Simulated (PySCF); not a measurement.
Isomers of C5H5NO, one GFN2-xTB conformer each. Single-point energies are computed at PBE0/pcSseg-1 (PySCF, gas phase, no added dispersion term), electronic only.

```csv
SMILES,GFN2-xTB relative energy (kJ/mol)
Oc1ccncc1,0.0
N#CC/C=C/C=O,212.1
```

Conformers: `[OH:1][c:2]1[cH:3][cH:4][n:5][cH:6][cH:7]1` with H–O1–C2–C3 180°; `[N:1]#[C:2][CH2:3]/[CH:4]=[CH:5]/[CH:6]=[O:7]` with C2–C3–C4–C5 -122°, C4–C5–C6–O7 178°.

Problem. What does PBE0/pcSseg-1 give for the same structures?

Solution. 
```
      SMILES  PBE0/pcSseg-1 E (Eh)  PBE0/pcSseg-1 (kJ/mol)  GFN2-xTB (kJ/mol)  point group
   Oc1ccncc1            -323.10209                     0.0                0.0           Cs
N#CC/C=C/C=O            -323.05255                   130.1              212.1           C1
```

Both levels put the same isomer lowest. As drawn, the lower has an aromatic ring and an O–H bond, which the higher lacks; the higher has a C=O bond, a C≡N group and a C=C bond outside aromatic rings, which the lower lacks.

Problem. Which frontier levels, dipoles and rotational constants go with these structures?

Solution. 
```csv
SMILES,"HOMO (eV, PBE0/pcSseg-1)",LUMO (eV),dipole (D),"A, B, C (MHz)"
Oc1ccncc1,-7.38,-0.50,2.74,"6060, 2664, 1850"
N#CC/C=C/C=O,-7.88,-2.26,3.15,"11513, 982.7, 947.1"
```
